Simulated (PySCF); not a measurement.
## Diatomic cations of Cs with the fourth-period p block

CCSD(T) with double-zeta basis sets in PySCF, for the lowest determinant that a PBE0 search found; no spin–orbit coupling. De refers to high-spin ground-configuration atoms (the charge goes to the atom of lower measured ionisation energy or higher electron affinity, which is not always the lowest computed limit).

```tsv
M	basis	reference, frozen orbitals	charged atom	state (unpaired electrons)	Re (Å)	ωe (cm⁻¹)	De (eV)
Ga	def2-SVP	UHF, 9	Cs+	doublet (σ ↑)	4.348	47.6	0.36
As	def2-SVP	UHF, 9	Cs+	quartet (σ ↑, π ↑↑)	4.086	40.6	0.12
Se	def2-SVP	UHF, 9	Cs+	triplet (π ↑↑)	3.910	58.8	0.31
Br	def2-SVP	UHF, 9	Cs+	doublet (π ↑)	3.842	54.5	0.21
```

The shortest bond is that of CsBr⁺ (3.842 Å), the longest that of CsGa⁺ (4.348 Å).

The state changes along the series, so neighbouring rows are not always alike in their bonding.

Correlated steps freeze 9 core orbitals. Weak bonds: CsAs⁺, CsBr⁺, CsGa⁺, CsSe⁺. Basis-set superposition, not corrected here, can be much of De in a small basis, most of all at correlated wavefunction levels. Spin–orbit coupling is left out, which matters for elements this heavy, above all for dissociation energies. For an ion De counts to the pair picked by the measured ionisation energies or electron affinities, which need not be the lowest pair at this level. States were picked by a PBE0 search and need not be the measured ground states.
